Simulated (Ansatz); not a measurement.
`O[SiH](F)[O][GaH2]` at its PBE0-D4/def2-TZVP geometry, where that method's forces vanish. Total charge 0; spin multiplicity 1.

```xyz
9

O    -1.0865   -0.0111   -0.2227
Si   -0.1614   -0.2988    1.1581
F    -0.2525   -1.8597    1.4469
O     1.2307    0.2394    0.6140
Ga    0.8856    0.6071   -1.1904
H    -1.7953   -0.5990   -0.4919
H    -0.7184    0.3710    2.3413
H     1.2013   -0.5719   -2.1620
H     0.6966    2.1230   -1.4932
```

Q: What forces (eV/Å) does PBE-D4/def2-TZVPP give on these atoms in Ansatz? (Best estimate.)

A: Ansatz gave: 
```
O1  -0.069  0.366 -0.228
Si2 -0.198  0.201  0.301
F3  -0.036 -0.659  0.158
O4   0.688  0.190  0.162
Ga5  0.001  0.069 -0.351
H6  -0.338 -0.275 -0.143
H7  -0.064  0.093  0.152
H8   0.026 -0.076 -0.050
H9  -0.012  0.091 -0.001
```
